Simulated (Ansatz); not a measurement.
`OC([SiH3])[AsH2]` and `OC([SiH3])N[SiH3]` differ in one atom or group.

Ansatz, PBE0-D4/def2-TZVP geometries, multiplicity 1. Each molecule was computed in one conformer, which needn't be the lowest.

Scalar relativity is left out up to krypton.

```
                                          property  `OC([SiH3])[AsH2]`
size of the dipole moment (ωB97M-V/def2-TZVPP) / D                1.40
              HOMO–LUMO gap (PBE0/def2-TZVPP) / eV                6.97
                 LUMO energy (PBE/def2-TZVPP) / eV               -1.06
  size of the dipole moment (B3LYP/def2-TZVPP) / D                1.39
             LUMO energy (ωB97M-V/def2-TZVPP) / eV                1.45
               HOMO–LUMO gap (PBE/def2-TZVPP) / eV                5.01
```

**Question.** What does the change do to each property? (Estimate.)

**Answer.** Ansatz gave: 
| property | `OC([SiH3])N[SiH3]` | shift |
| --- | --- | --- |
| size of the dipole moment (ωB97M-V/def2-TZVPP) / D | 1.05 | -0.35 |
| HOMO–LUMO gap (PBE0/def2-TZVPP) / eV | 7.17 | 0.20 |
| LUMO energy (PBE/def2-TZVPP) / eV | -0.73 | 0.33 |
| size of the dipole moment (B3LYP/def2-TZVPP) / D | 1.08 | -0.31 |
| LUMO energy (ωB97M-V/def2-TZVPP) / eV | 1.69 | 0.24 |
| HOMO–LUMO gap (PBE/def2-TZVPP) / eV | 5.03 | 0.02 |

With PBE0 the HOMO rises by 0.14 eV and the LUMO rises by 0.33 eV, so the gap widens by about 0.19 eV. PBE moves the HOMO by 0.32 eV and ωB97M-V by -0.02 eV. Dipoles are sizes alone; their direction can turn.

B3LYP here is the variant with VWN-RPA as its local correlation; programs differ in this.
